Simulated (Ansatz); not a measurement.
Consider the ligand exchange at a Zn–N bond: `[BH2][Zn][NH2]` + H–F → `[BH2][Zn][F]` + NH₃.

Calculated with Ansatz (gas phase, PBE0-D4/def2-TZVP geometries, no zero-point term in ΔE). CBS: MP2 limit from def2 TZ/QZ plus the TZ coupled-cluster correction, frozen cores. This one scheme is used for every species. DFT in def2-TZVPP. B3LYP here is the variant with VWN-RPA as its local correlation; programs differ in this. For Zn outer-core shells are correlated without core-valence functions, which leaves a few kJ/mol of doubt a bond. Scalar relativity is left out up to krypton. Each species was taken in one conformer, which may not be the lowest.

| level | ΔE (kcal/mol) | difference from CCSD(T)/CBS |
| --- | --- | --- |
| LDA (SPW92) | -13.9 | 3.3 |
| PBE-D4 | -16.9 | 0.3 |
| BLYP-D4 | -18.7 | -1.5 |
| B97M-V | -20.2 | -3.0 |
| PBE0-D4 | -17.1 | 0.1 |
| r2SCANh-D4 | -18.0 | -0.8 |
| BHLYP-D4 | -19.3 | -2.1 |
| CAM-B3LYP-D4 | -18.8 | -1.6 |
| ωB97X-V | -18.8 | -1.6 |
| PBE-QIDH | -16.8 | 0.4 |
| B3LYP | -19.5 | -2.3 |
| r2SCAN0 | -18.0 | -0.8 |
| BHLYP | -20.0 | -2.8 |
| LC-ωPBE | -18.0 | -0.8 |
| HF/def2-SVP | -23.7 | -6.5 |
| HF/CBS(def2) | -22.9 | -5.7 |
| CCSD(T)/CBS | -17.2 | 0 |

Largest T1 diagnostic among the species: 0.016.

At CCSD(T), def2-SVP lies −3.6 kcal/mol from the extrapolated value and def2-TZVPP +0.6 kcal/mol. In def2-TZVPP, CCSD(T) changes the Hartree–Fock value by +5.5 kcal/mol (the triples alone add +0.7 kcal/mol) and MP2 by +6.7 kcal/mol.
